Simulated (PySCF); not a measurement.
The multiplicity is imposed and other spin states were not computed.

# [Au(CO)(H)] (charge 0, multiplicity 1)

The numbers are results of TPSSh-D3(BJ)/def2-TZVP // PBE-D3(BJ)/def2-SVP (PySCF), not measurements.

The HOMO is -7.24 eV and the dipole moment is 0.483 e·Å. The LUMO is -2.67 eV. The HOMO–LUMO gap is 4.57 eV and the charge on the central atom (Mulliken) comes out as 0.12 e. The mean C–O bond length of the carbonyls is 1.146 Å and the total energy is -249.6929 Ha. The cost is very roughly 28 core-seconds.

```xyz
4

Au     0.0113     0.1112     0.0058
O     -0.6207     3.0983    -0.6494
C     -0.3882     2.0021    -0.4088
H      0.3377    -1.4380     0.3451
```
